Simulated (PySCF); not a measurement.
# Cd³⁷⁺: ionisation energy

Cd³⁷⁺ [Ne] 3s1 (2S) → Cd³⁸⁺ [Ne] (1S), as a difference of total energies. All numbers are calculated (PySCF 2.14, the spin-free X2C one-electron Hamiltonian (Gaussian nucleus), in an even-tempered Gaussian basis (18 s from 6.2 bohr⁻², ratio 2.5; 12 p from 8.1 bohr⁻², ratio 2.5; 4 d from 30 bohr⁻², ratio 2.7; 4 f from 45 bohr⁻², ratio 2.7)). Correlated levels: outer shells: 1s2 frozen; virtual orbitals above 40 to 60 times the deepest correlated orbital energy dropped. The calculations carry no spin-orbit coupling.

| method | ionisation energy (eV) | difference from reference (eV) |
| --- | --- | --- |
| UHF | 2497.9 | -0.7 |
| LDA | 2500.6 | +2.0 |
| PBE | 2503.1 | +4.5 |
| PBE0 | 2501.9 | +3.3 |
| r2SCAN | 2497.3 | -1.3 |
| PW91 | 2503.5 | +4.9 |
| BHandHLYP | 2501.5 | +2.9 |
| MP2 (outer shells) | 2498.6 | 0.0 |
| SCS-MP2 (outer shells) | 2498.5 | -0.1 |

Reference: 2498.62 ± 0.08 eV (semi-empirical (NIST evaluation); NIST Atomic Spectra Database, ionization energies).

Breit and QED terms and the two-electron picture change are absent.
